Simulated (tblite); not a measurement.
Compound: C₇H₉NOSi.
Geometry (GFN2-xTB, Å), atoms numbered from 1 in this order:
```
atom  x, y, z in Å
C1     2.156   -2.363    0.671
C2     1.522   -1.414    0.314
C3     0.733   -0.251   -0.056
C4     0.756    0.782    1.081
Si5   -0.404    2.226    0.635
O6    -1.657    1.547   -0.156
C7    -1.534    0.449   -1.007
C8    -0.717   -0.688   -0.371
C9    -0.710   -1.816   -1.270
N10   -0.699   -2.694   -2.002
H11    2.720   -3.199    0.959
H12    1.167    0.189   -0.964
H13    1.786    1.099    1.244
H14    0.434    0.291    2.003
H15   -1.076    2.839    1.766
H16    0.323    3.152   -0.240
H17   -2.547    0.097   -1.231
H18   -1.058    0.755   -1.948
H19   -1.205   -0.991    0.564
```

Calculated harmonic vibrations of the isolated species, GFN2-xTB (tblite), most abundant isotopes, no scaling. Errors from tens to a few hundred cm⁻¹ against measured bands are possible. Modes of hydrogen on silicon can be 10 to 20 % off. One conformer, not necessarily the lowest.

Harmonic wavenumbers (cm⁻¹): 66.1, 98.6, 101.0, 153.8, 174.1, 202.2, 267.6, 302.8, 340.4, 415.7, 441.7, 493.7, 498.2, 529.4, 551.6, 606.2, 654.8, 667.2, 705.9, 744.9, 766.8, 777.1, 819.2, 874.6, 989.5, 1009.4, 1042.9, 1070.2, 1090.8, 1129.1, 1139.2, 1195.5, 1220.3, 1238.2, 1260.9, 1293.1, 1304.1, 1338.1, 1482.2, 1484.3, 2233.3, 2290.1, 2374.2, 2409.5, 2895.0, 2899.9, 2923.2, 2937.8, 2970.7, 3006.2, 3399.1.

A = 1797, B = 937.7, C = 641.0 MHz; mass 151.045 u (most abundant isotopes); point group C1, symmetry number 1.

Question: Zero-point energy?

Answer: ½Σν̃ = 30440 cm⁻¹ = 87.03 kcal/mol.

Question: Give the ideal-gas entropy at 350 K and 1 bar in the rigid-rotor, harmonic-oscillator model (classical rotation).

Answer: Translation 41.77, rotation 30.55, vibration 36.00: S = 108.3 cal/(mol K).

Question: And Cp and H(350 K) − H(0)?

Answer: Cp = 48.16 cal/(mol K), of which vibrations give 40.22 (their classical limit is 51 R = 101.3); H(350 K) − H(0) = 9.72 kcal/mol without the zero-point energy, 6.94 from vibrations.

Question: Which modes carry the vibrational entropy at 350 K?

Answer: 66.1 cm⁻¹: 4.58; 98.6 cm⁻¹: 3.80; 101.0 cm⁻¹: 3.75; 153.8 cm⁻¹: 2.93; 174.1 cm⁻¹: 2.69; 202.2 cm⁻¹: 2.41 cal/(mol K); the other 45 give 15.84 together.

Question: Blend soft modes into free rotors: weight 1/[1 + (100 cm⁻¹/ν̃)⁴] for the oscillator and the rest for a rotor with moment μB/(μ + B), μ = h/(8π²ν), B = 10⁻⁴⁴ kg m². What vibrational entropy results?

Answer: 34.21 cal/(mol K) in place of 36.00, which changes −T·S at 350 K by +0.63 kcal/mol.

Hindered rotation and anharmonicity are outside this model. Other conformers, if any are populated, would add a mixing term that is left out. The structure is chiral; the term R ln 2 for an equal mix with its mirror image is left out.
